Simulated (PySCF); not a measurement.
C4H6OSi, SMILES c1coc([SiH3])c1.

The structure is a stationary point at ωB97X-D3(BJ)/def2-SVP.

Computed with ωB97X-D3(BJ)/def2-SVP (PySCF).

Frequencies are harmonic and unscaled.

```tsv
mode	ν (cm⁻¹)	IR (km/mol)	Raman (Å⁴/amu)	depolarisation	moving atoms (share of kinetic energy)
1	100	0.1	0.5	0.75	H 89 %
2	166	2.0	4.5	0.75	C 60 %, H 24 %, O 9 %
3	192	0.1	0.3	0.73	C 42 %, H 25 %, O 19 %, Si 13 %
4	455	15.9	6.5	0.24	Si 58 %, C 25 %, H 9 %
5	602	27.6	4.5	0.75	H 52 %, C 25 %, O 17 %
6	620	7.7	0.6	0.75	C 60 %, H 31 %, O 9 %
7	663	56.7	9.2	0.65	H 80 %, Si 13 %
8	732	26.5	4.3	0.75	C 44 %, H 43 %, O 9 %
9	785	54.6	0.8	0.75	H 79 %, C 18 %
10	873	1.7	0.1	0.75	H 74 %, C 26 %
11	915	4.2	5.9	0.75	C 75 %, O 15 %, H 10 %
12	930	0.0	2.0	0.75	H 70 %, C 30 %
13	931	166.1	17.1	0.51	H 58 %, C 21 %, O 19 %
14	953	55.8	23.8	0.75	H 97 %
15	954	155.7	8.7	0.74	H 54 %, C 19 %, O 19 %
16	974	69.3	29.1	0.69	H 97 %
17	1031	29.2	2.1	0.24	H 75 %, C 17 %, O 9 %
18	1118	11.0	10.2	0.39	H 58 %, C 30 %, O 12 %
19	1185	31.3	0.7	0.74	C 51 %, H 35 %, O 13 %
20	1235	9.8	9.8	0.37	C 55 %, H 25 %, O 19 %
21	1258	7.4	3.7	0.30	C 49 %, H 31 %, O 20 %
22	1433	2.4	11.3	0.69	C 68 %, H 30 %
23	1541	17.0	102.6	0.26	C 90 %, H 9 %
24	1647	7.1	3.0	0.67	C 89 %, H 11 %
25	2261	121.8	101.0	0.75	H 96 %
26	2264	100.2	256.2	0.03	H 98 %
27	2270	104.1	88.6	0.50	H 96 %
28	3273	1.1	79.2	0.69	H 91 %, C 9 %
29	3284	0.1	47.6	0.42	H 91 %, C 9 %
30	3304	0.1	150.5	0.12	H 90 %, C 10 %
```
